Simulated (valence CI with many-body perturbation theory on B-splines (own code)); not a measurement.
**E1 line list for Rh XV**

Calculated by valence CI with perturbative core correlation (CI+MBPT): three valence electrons over a frozen Dirac-Fock core [Ar] 3d10, radial functions for each j: 11 s, 11 p, 10 d, 8 f, 5 g, 2 h, with the one-electron correlation potential Σ1, the two-electron term Σ2, the three-electron term Σ3, Breit, model QED; selected CI, second order for the rest, scaled by the run's own slope (own B-spline code, finite nucleus).

No measured levels were compared; by estimate levels hold to about 250 cm⁻¹ or 0.2 % of their energy and the worst to 1 %, as in measured heavy ions of charge 2 to 7; those with d or f electrons hold less well.

Lines 1 to 50 of 552 in falling wavelength, among levels below 201.32 eV, chosen from the strongest by gf and those to the six lowest levels. Wavelengths and rates use the calculated energies, so an error of 1000 cm⁻¹ moves a line at 91.23 nm by 0.91 % and its rate by three times that or more. Electric multipoles are in the length gauge with retardation, E1 and E2 with the static RPA response of the core. Weak lines are less certain than strong ones. Lines between different terms over intervals too small for the method are left out, as are lines whose strength nearly cancels. Where a level lies close to another of its J and parity, the split of strength between their lines is uncertain. The highest levels of a list are the least certain.

Names give the largest LS component (configuration and term), which can be under half, so a name can repeat, a term be missing and a line seem to break the LS rules; names also repeat where a configuration has a term twice. Letters in brackets count levels of one name in rising energy.

```csv
λ vac (nm),Upper,Lower,A (s⁻¹),S (a.u.) with core polarisation,S without
91.23,4s4p5p ²D_3/2 [b],4s4p5s ²P°_3/2 [a],6.71e+08,1.01e+00,1.02e+00
85.20,4s4p5p ⁴D_3/2,4s4p5s ⁴P°_3/2,1.32e+09,1.61e+00,1.65e+00
85.15,4s4p5p ⁴D_1/2,4s4p5s ⁴P°_1/2,1.89e+09,1.15e+00,1.18e+00
83.99,4s4p5p ²P_1/2 [b],4s4p5s ²P°_3/2 [b],1.65e+09,9.66e-01,9.84e-01
82.70,4s4p5p ²D_3/2 [c],4s4p5s ²P°_3/2 [b],1.53e+09,1.71e+00,1.74e+00
81.77,4s4p5p ²P_1/2 [a],4s4p5s ²P°_1/2 [a],1.84e+09,9.94e-01,1.01e+00
81.59,4s4p5p ²D_3/2 [c],4s4p5s ²P°_1/2 [b],8.80e+08,9.44e-01,9.63e-01
81.45,4s²5p ²P°_1/2,4s²5s ²S_1/2,2.38e+09,1.27e+00,1.29e+00
79.34,4s4p5p ²D_3/2 [b],4s4p5s ⁴P°_5/2,1.45e+09,1.43e+00,1.46e+00
78.30,4s4p5p ⁴S_3/2,4s4p5s ²P°_3/2 [a],1.34e+09,1.27e+00,1.29e+00
77.64,4s4p5p ⁴P_5/2,4s4p5s ⁴P°_5/2,2.18e+09,3.01e+00,3.07e+00
77.47,4s4p5p ⁴P_1/2,4s4p5s ⁴P°_3/2,2.69e+09,1.23e+00,1.25e+00
75.53,4s4p5p ²D_3/2 [a],4s4p5s ²P°_1/2 [a],1.68e+09,1.43e+00,1.46e+00
74.59,4s4p5p ²D_5/2 [a],4s4p5s ²P°_3/2 [a],2.47e+09,3.04e+00,3.09e+00
73.33,4s4p5p ²D_5/2 [b],4s4p5s ²P°_3/2 [b],3.28e+09,3.83e+00,3.89e+00
72.95,4s4p5p ²P_3/2,4s4p5s ²P°_3/2 [b],1.16e+09,8.86e-01,8.99e-01
72.51,4s4p5p ⁴D_7/2,4s4p5s ⁴P°_5/2,3.78e+09,5.69e+00,5.80e+00
72.09,4s4p5p ²P_3/2,4s4p5s ²P°_1/2 [b],2.34e+09,1.73e+00,1.76e+00
71.58,4s4p5p ⁴D_5/2,4s4p5s ⁴P°_3/2,3.81e+09,4.14e+00,4.22e+00
71.13,4s²5p ²P°_3/2,4s²5s ²S_1/2,3.50e+09,2.49e+00,2.52e+00
70.28,4s4p5p ⁴P_3/2,4s4p5s ⁴P°_1/2,3.31e+09,2.27e+00,2.31e+00
69.38,4s4p5p ⁴S_3/2,4s4p5s ⁴P°_5/2,1.95e+09,1.28e+00,1.31e+00
67.79,4s4p5p ²D_3/2 [a],4s4p5s ⁴P°_3/2,1.62e+09,9.93e-01,1.01e+00
67.71,4s4p5p ²S_1/2 [a],4s4p5s ²P°_3/2 [a],3.85e+09,1.18e+00,1.21e+00
67.38,4s4p5p ²S_1/2 [b],4s4p5s ²P°_1/2 [b],3.07e+09,9.26e-01,9.44e-01
66.45,4s4p5p ²D_5/2 [a],4s4p5s ⁴P°_5/2,1.08e+09,9.38e-01,9.52e-01
50.51,4s²5f ²F°_7/2,4s²5d ²D_5/2,1.47e+10,7.50e+00,7.53e+00
50.44,4s²5d ²D_5/2,4s²5p ²P°_3/2,1.18e+10,4.48e+00,4.52e+00
49.71,4s²5f ²F°_5/2 [a],4s²5d ²D_3/2,8.88e+09,3.23e+00,3.25e+00
49.44,4s²5f ²F°_5/2 [b],4s²5d ²D_3/2,5.52e+09,1.98e+00,1.98e+00
47.09,4s²5d ²D_3/2,4s²5p ²P°_1/2,1.12e+10,2.32e+00,2.33e+00
45.46,4p4d² ⁴G°_11/2 [b],4s4p4f ²G_9/2 [a],1.00e+09,5.57e-01,6.16e-01
45.19,4p³ ²D°_5/2,4s4p² ²P_3/2,2.35e+09,6.42e-01,7.12e-01
44.66,4s4p² ⁴P_3/2,4s²4p ²P°_3/2,7.26e+07,1.28e-02,1.41e-02
42.80,4p²4d ²G_7/2,4s4p4d ²F°_5/2 [b],1.85e+09,5.71e-01,6.33e-01
41.33,4s4p² ⁴P_5/2,4s²4p ²P°_3/2,5.26e+08,1.10e-01,1.22e-01
40.75,4s4p² ⁴P_1/2,4s²4p ²P°_1/2,5.06e+08,3.38e-02,3.73e-02
39.11,4p4d² ⁴G°_9/2 [a],4s4d² ²G_9/2,1.49e+09,4.41e-01,4.89e-01
38.73,4p²4d ²G_9/2,4s4p4d ²F°_7/2 [b],2.92e+09,8.36e-01,9.27e-01
37.77,4p²4d ²F_7/2 [b],4s4p4d ²D°_5/2 [b],2.31e+09,4.91e-01,5.48e-01
37.31,4p4d² ⁴G°_5/2 [a],4s4p4f ⁴F_3/2,3.05e+09,4.69e-01,5.20e-01
37.25,4p4d² ⁴G°_7/2,4s4p4f ⁴G_7/2,2.03e+09,4.15e-01,4.59e-01
36.49,4p4d² ⁴G°_11/2 [a],4s4p4f ⁴G_11/2,2.01e+09,5.79e-01,6.41e-01
36.47,4p4d² ⁴G°_9/2 [b],4s4p4f ⁴G_9/2,2.47e+09,5.90e-01,6.54e-01
36.31,4p²4d ²F_7/2 [a],4s4p4d ²D°_5/2 [a],2.62e+09,4.96e-01,5.52e-01
35.83,4p³ ⁴S°_3/2 [a],4s4p² ²D_3/2,2.19e+09,1.99e-01,2.20e-01
35.72,4p²4d ²G_9/2,4s4p4d ²F°_7/2 [a],3.00e+09,6.76e-01,7.52e-01
35.54,4p4d² ²F°_7/2 [a],4s4p4f ⁴G_9/2,2.25e+09,3.99e-01,4.42e-01
35.19,4p²4d ⁴F_9/2,4s4p4d ⁴D°_7/2,2.62e+09,5.63e-01,6.25e-01
35.11,4p²4d ⁴F_5/2,4s4p4d ⁴D°_3/2,3.51e+09,4.50e-01,4.99e-01
```
